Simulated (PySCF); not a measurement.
Worked example: entropy of an ideal gas

FHOZn, SMILES [OH][Zn][F].

Coordinates come from a ωB97X-D3(BJ)/def2-TZVP optimisation. One conformer was computed; it need not be the lowest.

ωB97X-D3(BJ)/def2-TZVP run with PySCF gives the harmonic wavenumbers 165, 171, 608, 752, 790, 3915 cm⁻¹ and the rotational temperatures 35.0096, 0.2160, 0.2147 K. The molar mass is 101.39 g/mol, the symmetry number 1, the spin multiplicity 1.

Task: Work out the entropy at 298.15 K and 1 atm in the rigid-rotor, harmonic-oscillator model.

Result: 
Translation (Sackur–Tetrode at 1 atm): S = R[1.5 ln M + 2.5 ln T − 1.16487] = 166.4 J/(mol K).
Rotation: q = (√π/σ) T^1.5/√(θA θB θC) = 7160, S = R[ln q + 3/2] = 86.3 J/(mol K).
Vibration: with u = 1.4388 ν/T, each mode gives R[u/(e^u − 1) − ln(1 − e^−u)]:
```json
[
 {"ν (cm⁻¹)": "165", "modes": "1", "u": "0.80", "S (J/(mol K))": "10.43"},
 {"ν (cm⁻¹)": "171", "modes": "1", "u": "0.83", "S (J/(mol K))": "10.14"},
 {"ν (cm⁻¹)": "608", "modes": "1", "u": "2.93", "S (J/(mol K))": "1.82"},
 {"ν (cm⁻¹)": "752", "modes": "1", "u": "3.63", "S (J/(mol K))": "1.05"},
 {"ν (cm⁻¹)": "790", "modes": "1", "u": "3.81", "S (J/(mol K))": "0.90"}
]
```
The stiffer modes add less than 0.005 each. Sum 24.3 J/(mol K).
Spin: R ln 1 = 0.0 J/(mol K).
Total 277.0 J/(mol K); the program's own thermochemistry gives 277.0. Translation makes up 60 % and vibration 9 %. Anharmonicity, hindered rotation and orbital degeneracy are left out.
